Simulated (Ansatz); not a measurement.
`C[SiH](F)N[SiH2]F` + `O[SiH](O)S` → `C[SiH](F)S[SiH](O)O` + `N[SiH2]F`  (ligand exchange at the Si–N bond)

Calculated with Ansatz (gas phase, PBE0-D4/def2-TZVP geometries, no zero-point term in ΔE). CCSD(T)/CBS is the MP2 limit (def2-TZVPP, def2-QZVPP) plus CCSD(T) − MP2 in def2-TZVPP, frozen cores. DFT in def2-TZVPP. One conformer a species, not always the lowest.

| level | ΔE (eV) |
| --- | --- |
| r2SCAN | -0.12 |
| PBE0 | -0.11 |

**Question.** What does CCSD(T)/CBS give? (Estimate.)

**Answer.** Ansatz gave: -0.06 eV. The listed levels differ from it by -0.06, -0.05 eV.

Largest T1 diagnostic among the species: 0.012.

The D4 term adds −0.06 eV with B3LYP and −0.03 eV with PBE0; it sums over pairs of atoms, weighted by their polarisabilities, and B3LYP, whose exchange is more repulsive, gets the larger term. In def2-TZVPP, CCSD(T) changes the Hartree–Fock value by −0.13 eV (the triples alone add −0.04 eV) and MP2 by −0.18 eV.

B3LYP here is the variant with VWN-RPA as its local correlation; programs differ in this.
